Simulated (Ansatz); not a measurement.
Cost and result up the ladder for the cluster Ti₂Te₃ (5 atoms). The state is a singlet with charge 0. Geometry: PBE-D4/def2-SVP.

Cartesian coordinates in Å:
```
Ti -0.118 -1.212 -0.282
Ti -0.796 0.922 -0.283
Te -2.230 -0.709 1.220
Te 1.564 0.497 -1.738
Te 1.579 0.503 1.083
```

Ansatz on 4 threads of Intel Xeon 6975P-C on a shared host. Times are rough, and most runs start from the orbitals of an earlier one. No level here is sound enough to serve as a yardstick. Binding counts from free atoms at the same level (Ti triplet, Te triplet; other spins of the atoms weren't run), without zero-point energy or a counterpoise term.

In the def2 sets Te takes a core potential; there is no spin–orbit coupling. HSE06 is defined as in plane-wave codes, on full-range PBE exchange. No other spin state of charge 0 was run. Another isomer (singlet) lies 1.50 eV lower at PBE0-D4/def2-TZVP; other spin states weren't run for this one.

Run but left out: HF/STO-3G (restricted singlet, unstable in another Hartree–Fock run and untested here); CCSD(T)/def2-SVP (unstable by the stability test); MP2/def2-TZVP (restricted singlet, unstable towards broken spin symmetry).

| level | functions | wall time | binding energy per atom (eV) | remarks |
| --- | --- | --- | --- | --- |
| PBE-D4/def2-SVP | 140 | 1.6 s | 3.28 | restricted SCF unstable in HF |
| PBE0-D4/def2-SVP | 140 | 3.1 s | 2.71 | restricted SCF unstable in HF |
| HSE06-D4/def2-TZVP | 240 | 6 s | 2.73 | restricted SCF unstable in HF |
| PBE0-D4/def2-TZVP | 240 | 8.5 s | 2.73 | restricted SCF unstable in HF |
| CAM-B3LYP-D4/def2-TZVP | 240 | 11 s | 2.38 | restricted SCF unstable in HF |
